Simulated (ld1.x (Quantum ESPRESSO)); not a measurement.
# Logarithmic derivatives: hafnium, PAW

```
Element                 : hafnium (Hf)
Generator               : ld1.x (Quantum ESPRESSO) 7.5
Type                    : PAW
Functional              : LDA (PZ)
Relativity              : scalar-relativistic
Frozen core             : [Kr] 4d10 4f14
Valence charge          : 12
Reference configuration : 5s2 5p6 5d2 6s2 6p0
Partial waves           : 5s (bound): rcut 1.60, rcutus 2.20 bohr; 6s (bound): rcut 1.60, rcutus 2.20 bohr; 5p (bound): rcut 1.75, rcutus 2.05 bohr; 6p (bound, empty): rcut 1.75, rcutus 2.05 bohr; 5d (bound): rcut 2.55, rcutus 3.00 bohr; 5d channel at 1.95 Ry: rcut 2.55, rcutus 3.00 bohr
Local potential         : all-electron potential smoothed inside 2.70 bohr (lloc = -2)
Core correction         : Bessel-smoothed model core inside 1.70 bohr
Augmentation charge     : BESSEL, radius 1.65 bohr
```

The phase is arctan(r·u′/u) with u = r·R(r), unwrapped; energies in Ry, scanned from -7 to 5 Ry. A pole is an energy at which the radial function vanishes at the test radius. The pseudo phase is shifted by a multiple of π to meet the all-electron one at the reference energy, and phase errors are pseudo minus all-electron; the curves can meet again beyond the range given. Levels narrower than the energy grid can be missing from the lists of poles. n/a: not evaluated, since a narrow level or a reset projector energy made the automatic matching unsafe.

Problem. For each channel, where are the poles, and over which energies does the pseudopotential scatter like the atom?

Solution.

```csv
channel,radius (bohr),reference energy (Ry),"poles, all-electron","poles, pseudo",unbroken range about the reference energy with phases within 0.05 rad,phase error 1 Ry above the reference energy (rad)
s,3.25,-0.39,0.87,0.87,n/a,n/a
p,3.25,-0.11,"-2.60, 2.00","-2.60, 2.01",below 4.3,+0.001
d,3.25,-0.21,"0.14, 4.07","0.14, 4.30",the whole range,+0.004
```

Phases in the p channel:

```csv
E (Ry),all-electron,pseudo
-7.00,1.450,1.450
-6.48,1.445,1.445
-5.96,1.439,1.439
-5.44,1.432,1.432
-4.92,1.423,1.423
-4.40,1.413,1.413
-3.88,1.400,1.400
-3.36,1.381,1.381
-2.84,1.327,1.327
-2.32,-1.759,-1.759
-1.80,-1.812,-1.812
-1.28,-1.872,-1.872
-0.76,-1.982,-1.982
-0.24,-2.285,-2.285
0.28,-3.524,-3.523
0.80,-4.380,-4.380
1.32,-4.595,-4.594
1.84,-4.691,-4.690
2.36,-4.755,-4.754
2.88,-4.814,-4.811
3.40,-4.886,-4.880
3.92,-5.013,-4.995
4.44,-5.398,-5.309
4.96,-6.919,-6.678
```
